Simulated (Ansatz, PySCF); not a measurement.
C2H7F2NSi. Atoms are numbered in the order given.

```xyz
13

N      2.8078     0.1706     0.0000
Si     1.1938    -0.4501     0.0000
C     -0.1369     0.9173     0.0000
C     -1.5617     0.4362     0.0000
F     -1.7987    -0.3322    -1.0923
F     -1.7987    -0.3322     1.0923
H      3.2109     0.5760     0.8361
H      3.2109     0.5760    -0.8361
H      1.0258    -1.2750    -1.2306
H      1.0258    -1.2750     1.2306
H      0.0190     1.5570     0.8844
H      0.0190     1.5570    -0.8844
H     -2.3099     1.2500     0.0000
```

Geometry optimised at PBE0-D3(BJ)/def2-SVP. This is a generated structure with no PubChem entry under its InChIKey; it may be hypothetical. Other conformers were not sampled.

Vertical ionisation energy (IE) and electron affinity (EA) in eV. Rows of orbital energies are one-electron estimates. Where ΔSCF, EOM or ADC give a negative EA the extra electron is unbound and the value depends on the basis.

| level | IE | EA |
|---|---|---|
| −ε(HOMO), −ε(LUMO), ωB97X/def2-TZVP (PySCF) | 9.84 | -2.48 |
| −ε(HOMO), −ε(LUMO), PBE/def2-TZVP (PySCF) | 5.97 | 0.37 |
| ΔSCF, CAM-B3LYP/def2-SVPD (Ansatz), final states of multiplicity 2 and 2 | 9.78 | -1.57 |
| ΔSCF, PBE/def2-SVPD (Ansatz), final states of multiplicity 2 and 2 | 9.18 | -1.28 |

Problem. What vertical singlet–triplet gap does ΔSCF give with CAM-B3LYP/def2-SVPD (Ansatz, an electronic-structure program) and with PBE/def2-SVPD (Ansatz)? (An estimate is asked for; the answer gives what the named calculation found.)

Solution. 6.11 and 5.56 eV (triplet above singlet where positive).
